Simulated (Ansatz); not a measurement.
C2H6N2OSi can be A, `O=C[SiH]1NCN1`, or B, `N#CC(N)O[SiH3]`.

Program: Ansatz. Geometries: PBE0-D4/def2-TZVP. ΔE: electronic, gas phase. CCSD(T)/CBS adds triple-zeta CCSD(T) − MP2 to the extrapolated MP2 energy (def2 sets, frozen cores). DFT in def2-TZVPP. B3LYP here is the variant with VWN-RPA as its local correlation; programs differ in this. Each species was taken in one conformer, which may not be the lowest.

A:

Z-matrix (Å, degrees):
```
Si
C 1 1.924
C 1 2.273 2 123.7
N 1 1.719 2 114.7 3 45.5
N 1 1.723 2 116.2 3 -46.2
H 1 1.494 2 105.5 3 180.0
O 2 1.208 1 120.6 3 -62.4
H 2 1.120 1 120.4 3 117.9
H 3 1.097 1 125.0 2 -1.2
H 3 1.097 1 126.3 2 178.8
H 4 1.006 1 128.1 2 13.8
H 5 1.005 1 131.5 2 -117.7
```

B:

```xyz
12

N     0.529    2.138   -1.538
C     0.024    1.330   -0.894
C    -0.672    0.311   -0.061
N    -1.667    0.870    0.801
O     0.264   -0.366    0.718
Si    1.377   -1.450    0.142
H    -1.179   -0.373   -0.757
H    -2.460    1.211    0.274
H    -1.286    1.630    1.351
H     0.688   -2.426   -0.746
H     1.935   -2.113    1.339
H     2.445   -0.764   -0.629
```

Q: Which is lower in electronic energy at CCSD(T)/CBS, and by how much? (Best estimate.)

A: The calculation gave: B, by 23.7 kJ/mol.

Q: Give E(B) − E(A) in kJ/mol with MP2/def2-TZVPP, B2PLYP, PBE-D4, B3LYP-D4, r2SCAN-D4, B3LYP, CCSD/def2-TZVPP. (Estimate.)

A: The calculation gave: MP2/def2-TZVPP -35.3, B2PLYP -32.3, PBE-D4 -3.4, B3LYP-D4 -23.7, r2SCAN-D4 -14.7, B3LYP -26.7, CCSD/def2-TZVPP -34.4. None reverses the order clearly.

Largest T1 diagnostic: 0.013.

The D4 term adds +3.0 kJ/mol with B3LYP and +1.2 kJ/mol with PBE0; it sums over pairs of atoms, weighted by their polarisabilities, and B3LYP, whose exchange is more repulsive, gets the larger term. From PBE to PBE0 (25 % exact exchange), in def2-TZVPP and without D4, E(B) − E(A) moves by +3.2 kJ/mol.
